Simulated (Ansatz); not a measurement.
The cluster Sn₃⁻ (the lowest doublet isomer of a short search). Charge -1, multiplicity 2. Geometry r2SCAN-D4/def2-SVPD, basis def2-TZVPD, Ansatz.

```
atom    x (Å)    y (Å)    z (Å)
 Sn1   0.4856  -0.3594   1.5710
 Sn2  -1.3733  -0.6243  -0.7467
 Sn3   0.8877   0.9837  -0.8244
```

| run | HOMO (eV) | LUMO (eV) |
| --- | --- | --- |
| A | 0.05 | 0.40 |
| B | -0.66 | 1.02 |
| C | -0.12 | 0.10 |
| D | -0.48 | 0.83 |
| E | -0.12 | 0.58 |
| F | -0.31 | 0.66 |

In the def2 sets Sn takes a core potential; there is no spin–orbit coupling. B3LYP takes the VWN-RPA correlation. HSE06 is defined as in plane-wave codes, on full-range PBE exchange. The structure comes from a short search, and lower isomers may exist.

HOMO and LUMO are taken over both spins.

Task: The runs used B3LYP, HSE06, LDA (SPW92), PBE, PBE0, r2SCAN. Estimate which is which.

Result: A PBE (0 % exact exchange); B PBE0 (25 % exact exchange); C LDA (SPW92) (0 % exact exchange); D B3LYP (20 % exact exchange); E r2SCAN (0 % exact exchange); F HSE06 (range-separated). Exact exchange lowers occupied and raises empty levels; among semilocal functionals meta-GGAs tend to open the gap a little, and such runs are hard to tell apart. The gap grows from 0.22 eV (LDA (SPW92)) to 1.68 eV (PBE0). At PBE-D4/def2-TZVPD the highest occupied level of the charge -1 doublet lies above zero (up to 0.05 eV). By energy differences its removal costs 2.09 eV (vertical, to the charge 0 triplet, at PBE-D4/def2-TZVPD); a positive level beside a positive removal energy at the same level points to self-interaction error.
